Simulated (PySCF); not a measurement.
CH5GaN, SMILES [Ga+]([CH3])[NH2], charge +1.

The structure is a stationary point at ωB97X-D3(BJ)/def2-SVP. The multiplicity is an assumed one; other spin states were not compared. The isomer is the one that the SMILES or the coordinates give; other isomers of the formula were not compared. The values are those of a single conformer.

The numbers are results of PySCF with C-PCM-M06-2X/def2-SVP, not measurements.

The values are the electrostatic part of the solvation free energy, E(continuum) − E(gas) at the gas-phase geometry, in a cavity of scaled van der Waals radii (PySCF's table); cavitation and dispersion terms are not included. A continuum can't describe solvent molecules that bind to the metal. In vacuum the orbital gap is 8.60 eV.

Computed values in water (ε = 78.36), chlorobenzene (ε = 5.70), acetone (ε = 20.49):
```csv
solvent,ε,ΔG(elec) (kcal/mol),gap (eV)
water,78.36,-64.4,8.96
chlorobenzene,5.70,-53.6,8.89
acetone,20.49,-62.0,8.94
```
